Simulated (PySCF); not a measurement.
C4H10O2, SMILES CC(COC)O. The structure is a stationary point at PBE0-D3(BJ)/def2-SVP. One conformer was computed; it need not be the lowest.

Computed equilibrium geometry at PBE0-D3(BJ)/def2-SVP (PySCF confirms it by a frequency run) as Cartesian coordinates in Å (one conformer of several):
```xyz
16

C      2.5251     0.5250    -0.1896
O      1.3537    -0.1305     0.1855
C      0.2401     0.1874    -0.6034
C     -0.9617    -0.4901     0.0303
C     -2.2567    -0.1319    -0.6627
O     -1.0526    -0.1081     1.3771
H      2.4179     1.6263    -0.1357
H      3.3232     0.2156     0.4996
H      2.8314     0.2628    -1.2211
H      0.0783     1.2855    -0.6199
H      0.3811    -0.1514    -1.6500
H     -0.7971    -1.5863    -0.0506
H     -2.4286     0.9544    -0.6138
H     -2.2460    -0.4450    -1.7174
H     -3.0984    -0.6295    -0.1607
H     -0.1510    -0.1662     1.7209
```
